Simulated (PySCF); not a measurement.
# Computed records: AlH$_{5}$NOSi

Computed with PySCF 2.14.0. Calculation on a computer-drawn molecule: the log of a Hartree-Fock and frozen-core CCSD(T) single point meant for a local Hartree-Fock minimum, with one planted fault or none, to be diagnosed. Offsets are logged minus clean, where the clean run is the same molecule without the fault. The reference is restricted for singlets and unrestricted otherwise, and also for a bond in bohr or an excited solution. Adding or removing an electron swaps singlet and doublet. The excited solution moves the top pair (singlet) or top alpha electron (doublet) to the lowest empty orbital. Highest occupied and lowest empty are orbital energies over both spins, largest force is the largest gradient component, triples share is (T) over the correlation energy, the T1 limit is 0.02 restricted and 0.045 unrestricted, electrons count all cores, a negative frequency is imaginary (commonest isotopes), and the dipole is about the centre of nuclear charge.

Common to all runs: meant charge 1; meant multiplicity 1; meant basis cc-pV(D+d)Z; logged basis functions 99; logged SCF converged yes; logged CC converged yes; logged SCF stable within its kind yes; possible faults no fault, one electron removed, one electron added, multiplicity raised by two, geometry at a saddle point, SCF held on an excited solution, minimal basis STO-3G, one bond length entered in bohr, all coordinates scaled.

(1) 
```xyz
9
formula=AlH5NOSi logged_electrons=45 logged_spin_squared=0.8467 logged_highest_occupied=-22.472 logged_lowest_empty=-13.77 logged_largest_force=0.072797 logged_T1_diagnostic=0.020829 logged_D1_diagnostic=0.070317 logged_triples_share=0.02519 logged_dipole_magnitude=5.6996 logged_energy_HF=-662.39292 logged_energy_CCSD(T)=-662.91664 planted_fault=one_electron_removed HF_energy_offset_from_clean_run=342.2 CCSD(T)_energy_offset_from_clean_run=357.4
O      0.8165     1.5740     0.5587
Si     1.2877     0.0789     0.6960
N      0.1518    -1.0716     0.8610
Al    -1.7339    -1.0191     0.9315
H      1.3366     2.3624     0.4555
H      2.7105    -0.2222     0.6712
H      0.5331    -2.0061     0.9424
H     -2.3563    -2.4352     1.1003
H     -2.3181     0.4182     0.8093
```

Units: logged_highest_occupied, logged_lowest_empty in eV; logged_largest_force in hartree/bohr; logged_dipole_magnitude in debye; logged_energy_HF, logged_energy_CCSD(T) in hartree; HF_energy_offset_from_clean_run, CCSD(T)_energy_offset_from_clean_run in kcal/mol.

Drawn bonds:
```csv
atom,other atom,order
1,2,1
2,3,1
3,4,1
1,5,1
2,6,1
3,7,1
4,8,1
4,9,1
```

(2) 
```xyz
9
formula=AlH5NOSi logged_electrons=46 logged_spin_squared=0 logged_highest_occupied=-16.442 logged_lowest_empty=-2.7835 logged_largest_force=0.11375 logged_T1_diagnostic=0.011002 logged_D1_diagnostic=0.034879 logged_triples_share=0.020484 logged_dipole_magnitude=3.8907 logged_energy_HF=-662.84207 logged_energy_CCSD(T)=-663.37289
O      0.7439     1.4340     0.5090
Si     1.1731     0.0719     0.6341
N      0.1383    -0.9762     0.7844
Al    -1.5796    -0.9284     0.8486
H      1.2176     2.1522     0.4150
H      2.4693    -0.2025     0.6114
H      0.4856    -1.8276     0.8585
H     -2.1466    -2.2185     1.0024
H     -2.1118     0.3810     0.7373
```

Units: logged_highest_occupied, logged_lowest_empty in eV; logged_largest_force in hartree/bohr; logged_dipole_magnitude in debye; logged_energy_HF, logged_energy_CCSD(T) in hartree.

Drawn bonds:
```csv
atom,other atom,order
1,2,1
2,3,1
3,4,1
1,5,1
2,6,1
3,7,1
4,8,1
4,9,1
```

Question: Which fault was planted in the run of AlH$_{5}$NOSi (entry 2)?
Answer: all coordinates scaled, by -8.9 %

Further results for AlH$_{5}$NOSi (entry 2):

| Item | Value |
| --- | --- |
| HF energy offset from clean run | 60.35 kcal/mol |
| CCSD(T) energy offset from clean run | 71.11 kcal/mol |
